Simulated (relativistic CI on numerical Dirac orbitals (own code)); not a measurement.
**Radial parameters of W40+**

Computed by Dirac-Coulomb-Breit CI, separate exchange-only KLI orbitals for each configuration, a model potential for QED, unscaled Slater integrals (own radial code, finite nucleus).

Slater integrals F^k, G^k are unscaled and averaged over j, outside the closed core [Ar] 3d10; ζ comes from projecting the Hamiltonian with its Breit term on Σ l·s of the shell.

- 4s2 4p4: F^2(4p,4p) = 248180, ζ(4p) = 508010 cm⁻¹; <r>(4p) = 0.4105, <r^2>(4p) = 0.1908 (bohr units).
- 4s 4p5: G^1(4s,4p) = 324730, ζ(4p) = 507710 cm⁻¹; <r>(4s) = 0.4004, <r^2>(4s) = 0.1804, <r>(4p) = 0.4106, <r^2>(4p) = 0.1909 (bohr units).
- 4s2 4p3 4d: F^2(4p,4p) = 248130, ζ(4p) = 508670, F^2(4p,4d) = 244670, G^1(4p,4d) = 301980, G^3(4p,4d) = 194100, ζ(4d) = 64119 cm⁻¹; <r>(4p) = 0.4106, <r^2>(4p) = 0.1909, <r>(4d) = 0.4086, <r^2>(4d) = 0.1909 (bohr units).

Averages of the first 10 configurations, taken without configuration mixing, which lowers the lowest level and can move excited configurations by several eV; other configurations of the list can lie among them:

```json
{"Configuration": "4s2 4p4", "Parity": "even", "States": "15", "Average energy above the lowest level (eV)": "66.9"}
{"Configuration": "4s 4p5", "Parity": "odd", "States": "12", "Average energy above the lowest level (eV)": "239.0"}
{"Configuration": "4s2 4p3 4d", "Parity": "odd", "States": "200", "Average energy above the lowest level (eV)": "269.2"}
{"Configuration": "4p6", "Parity": "even", "States": "1", "Average energy above the lowest level (eV)": "422.2"}
{"Configuration": "4s 4p4 4d", "Parity": "even", "States": "300", "Average energy above the lowest level (eV)": "436.5"}
{"Configuration": "4s2 4p3 4f", "Parity": "even", "States": "280", "Average energy above the lowest level (eV)": "461.2"}
{"Configuration": "4s 4p4 4f", "Parity": "odd", "States": "420", "Average energy above the lowest level (eV)": "628.8"}
{"Configuration": "4p5 4d", "Parity": "odd", "States": "60", "Average energy above the lowest level (eV)": "614.9"}
{"Configuration": "4s 4p3 4d2", "Parity": "odd", "States": "1800", "Average energy above the lowest level (eV)": "637.2"}
{"Configuration": "4s2 4p2 4d 4f", "Parity": "odd", "States": "2100", "Average energy above the lowest level (eV)": "664.3"}
```
